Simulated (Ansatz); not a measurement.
The cluster Sn2O2⁻, relaxed as a doublet with UKS r2SCAN-D4/def2-SVPD in Ansatz, starting from the GFN1-xTB geometry. Force threshold 0.02 eV/Å.

In the def2 sets Sn takes a core potential; there is no spin–orbit coupling. The highest occupied level of the charge -1 doublet lies above zero (up to 1.05 eV). It is a level of α spin, whose loss leaves a singlet; that state wasn't run at this geometry and level. The electron is either unbound and held by the finite basis, or the level is raised by self-interaction error. The relaxation made no stability test and no search for a lower SCF solution. Another isomer (doublet) lies 0.29 eV lower at PBE0-D4/def2-TZVPD; other spin states weren't run for this one.

Start:

```xyz
4

Sn   -1.349    0.135   -0.601
Sn    1.476    0.121    0.079
O    -0.207    1.196    0.877
O     0.080   -1.452   -0.355
```

```csv
step,energy (eV),largest force component (eV/Å),SCF passes
1,-15759.1008,1.154,21
2,-15759.2176,0.168,30
3,-15759.2220,0.047,24
4,-15759.2220,0.033,26
5,-15759.2221,0.003,18
```

Force components are those of the run's own axes.

End:

Cartesian coordinates in Å:
```
Sn -1.315 0.145 -0.616
Sn 1.453 0.133 0.050
O -0.203 1.109 0.864
O 0.066 -1.387 -0.298
```

By distances, no bond broke or formed. The bond that changes most is Sn2–O3, from 2.15 to 2.09 Å (atoms count from 1).

No frequencies were taken in this run, so the end may be a saddle point.

Run time 14 s (4 threads of Arm Neoverse V2 on a shared host).
